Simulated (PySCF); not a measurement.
Structure problem from calculated spectra and properties.

Formula: CH7BN2O.

- Dipole: 2.58 D [CAM-B3LYP/def2-SVPD]
- Rotational structure: rotational constants A, B, C: 8.310, 3.574, 2.585 GHz [PBE0-D3(BJ)/def2-SVP]
- 13C NMR: chemical shifts (computed TMS as zero) by class: 55.6 (1 C) ppm [GIAO PBE0/pcSseg-1]
- XPS: B1s 195.4, C1s 291.2, N1s 404.8 (×2), O1s 538.3 eV [ΔSCF SCAN, pcX-2 on the ionised atom, pcseg-1 elsewhere, spin-free X2C]
- Valence photoelectron: vertical ionisation energy: 9.48 eV [ΔSCF CAM-B3LYP/def2-SVPD]
- Couplings: largest of the computed one-bond spin–spin couplings (means over like bonds): 13C–1H +132.3 (×2), 15N–1H -86.7 (×4), 17O–1H -68.2, 13C–11B +65.9, 15N–11B -34.4 (×2), 17O–13C +19.0 Hz [B3LYP/pcJ-1, spin–dipole term left out for some pairs]
- NMR, other nuclei: isotropic shieldings of nuclei other than C and H, by class: 72 (1 B), 205 (2 N), 326 (1 O) ppm [GIAO PBE0/pcSseg-1]

The electronic properties come from PySCF, for the isolated species, density fitting. Levels stand in brackets. The structure is a single PBE0-D3(BJ)/def2-SVP conformer in the gas phase; no vibrational or solvent corrections. Each NMR value is the plain mean over a class of atoms that symmetry, rotation or inversion makes alike.

**Question.** Propose a structure and show how it fits.

**Answer.** Numbering: `[NH2:1][B:2]([NH2:3])[CH2:4][OH:5]`. The one carbon: carbinol carbon (C–OH) [C4] (55.6 ppm). The other shieldings belong to: 72 ppm, three-coordinate boron [B2]; 205 ppm, boron-bound nitrogen [N1/N3]; 326 ppm, alcohol oxygen [O5]. The couplings run between: +132.3 Hz, carbinol carbon (C–OH) [C4] and its hydrogen (with 1 like pair); -86.7 Hz, boron-bound nitrogen [N1] and its hydrogen (with 3 like pairs); -68.2 Hz, alcohol oxygen [O5] and its hydrogen; +65.9 Hz, carbinol carbon (C–OH) [C4] and three-coordinate boron [B2]; -34.4 Hz, boron-bound nitrogen [N1] and three-coordinate boron [B2] (with 1 like pair); +19.0 Hz, alcohol oxygen [O5] and carbinol carbon (C–OH) [C4]. The core levels belong to: B1s 195.4 eV, three-coordinate boron [B2]; C1s 291.2 eV, carbinol carbon (C–OH) [C4]; N1s 404.8 eV, boron-bound nitrogen [N1/N3]; O1s 538.3 eV, alcohol oxygen [O5]. One atom of each topological class was ionised and stands for its class. The first electron is taken from the HOMO, whose largest Löwdin shares are 0.39 on a boron-bound nitrogen, 0.38 on a boron-bound nitrogen and 0.09 on the three-coordinate boron. The optimised geometry has point group C1 and is an asymmetric top. Structure: `C(B(N)N)O`. The assignments are read from this structure; whether some other isomer fits the data as well wasn't checked.

The values belong to the conformer `[NH2:1][B:2]([NH2:3])[CH2:4][OH:5]`: N1–B2–C4–O5 -163°, H–N1–B2–N3 4°, H–N1–B2–N3 -177°, H–N3–B2–N1 -173°, H–N3–B2–N1 -3°, H–O5–C4–B2 58°.
